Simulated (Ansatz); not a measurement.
Si17H24 nanocrystal and its variants: binding per atom (eV) at several levels, gas phase, relaxed structures; Ansatz. Binding counts from free atoms in the multiplicity of their measured ground term, without zero-point energy. The structures are stationary points that may keep the symmetry of their start. Correlated methods freeze inner cores and use unrestricted references for open shells.

| species | state | geometry | PBE-D4/def2-SVP | PBE-D4/def2-TZVP | r2SCAN-D4/def2-TZVP | PBE0-D4/def2-SVP | PBE0-D4/def2-TZVP | MP2/def2-SVP |
| --- | --- | --- | --- | --- | --- | --- | --- | --- |
| Si17OH22, double-bonded O in place of two caps | singlet | r2SCAN-D4/def2-SVP | 3.33 | 3.34 | 3.34 | 3.31 | 3.32 | 3.06 |
| Si16BH24, B on an inner site | doublet | PBE-D4/def2-SVP | 3.27 | 3.27 | 3.28 | 3.26 | 3.26 | 3.01 |
| Si17H25, interstitial H | doublet | PBE-D4/def2-SVP | 3.19 | 3.19 | 3.20 | 3.18 | 3.19 | 2.92 |
